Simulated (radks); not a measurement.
The numbers below are computed, except where a source is named.
Task: The oxygen anion O2-, [Ne], held by a Watson sphere: a shell of charge +2 at radius R that stands for the Madelung well of a crystal (potential energy -2/R inside, -2/r outside, in hartree with lengths in bohr). Level of theory: scalar-relativistic Kohn-Sham, r2SCAN, spin-polarised, spherical densities, finite nucleus; meta-GGA in the generalised Kohn-Sham scheme; Fermi nuclear charge, rms radius of each element as measured or else 0.836 A^(1/3) + 0.57 fm (a radial shooting solver on a logarithmic mesh with Libxc functionals).

| R (bohr) | e(1s) (eV) | e(2s) (eV) | e(2p) (eV) | <r> 2p (bohr) | sum of <r^2> (bohr^2) | X-ray form factor at sin(theta)/lambda = 0.3 1/angstrom |
|---|---|---|---|---|---|---|
| 1.95 | -514.00 | -23.611 | -8.240 | 1.468 | 20.92 | 4.171 |
| 2.08 | -513.97 | -23.011 | -7.753 | 1.498 | 21.79 | 4.135 |
| 2.21 | -513.90 | -22.459 | -7.292 | 1.527 | 22.66 | 4.108 |
| 2.49 | -513.66 | -21.424 | -6.392 | 1.586 | 24.53 | 4.070 |
| 2.9 | -513.22 | -20.225 | -5.285 | 1.665 | 27.30 | 4.048 |
| 2.96 | -513.15 | -20.076 | -5.142 | 1.676 | 27.71 | 4.047 |
| 3.24 | -512.84 | -19.456 | -4.534 | 1.727 | 29.65 | 4.044 |

Estimate the row for R = 3.85 bohr.

Result: e(1s) (eV) -512.23; e(2s) (eV) -18.442; e(2p) (eV) -3.489; <r> 2p (bohr) 1.830; sum of <r^2> (bohr^2) 34.17; X-ray form factor at sin(theta)/lambda = 0.3 1/angstrom 4.045.
